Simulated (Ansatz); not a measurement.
Basis sets compared for the cluster Na₁₁⁺. The state is a singlet with charge 1. Geometry PBE/def2-SVP. Ansatz on 4 threads of Intel Xeon Platinum 8488C on a shared host; times are rough, and most runs start from earlier orbitals.

Cartesian coordinates in Å:
```
Na 0.685 1.502 -2.220
Na 0.460 -2.113 -2.344
Na 0.632 1.916 1.206
Na -2.393 0.454 2.376
Na -2.204 3.172 -0.732
Na -0.173 -1.972 1.139
Na 2.808 -0.438 -0.108
Na 2.886 -3.632 2.172
Na 2.169 -0.563 3.459
Na -2.239 -0.292 -1.059
Na -2.632 1.965 -3.890
```

The restricted singlet is unstable towards broken spin symmetry in Hartree–Fock (as tested in another run); at PBE/def2-SVP, PBE/def2-TZVP, PBE0/def2-SVP, PBE0/def2-TZVP this wasn't settled. The structure comes from a short search, and lower isomers may exist.

```json
{"level": "PBE/def2-SVP", "functions": "165", "energy (Eh)": "-1783.2575", "HOMO (eV)": "-5.48", "LUMO (eV)": "-4.85", "wall time": "3.9 s"}
{"level": "PBE0/def2-SVP", "functions": "165", "energy (Eh)": "-1783.4105", "HOMO (eV)": "-5.83", "LUMO (eV)": "-4.43", "wall time": "7 s"}
```

Q: Estimate the rows for PBE/def2-TZVP (with forces), PBE0/def2-TZVP.

A: 
| level | functions | energy (Eh) | HOMO (eV) | LUMO (eV) | wall time |
| --- | --- | --- | --- | --- | --- |
| PBE/def2-TZVP (with forces) | 352 | -1783.9131 | -5.51 | -4.87 | 9 s |
| PBE0/def2-TZVP | 352 | -1784.0597 | -5.86 | -4.44 | 24 s |
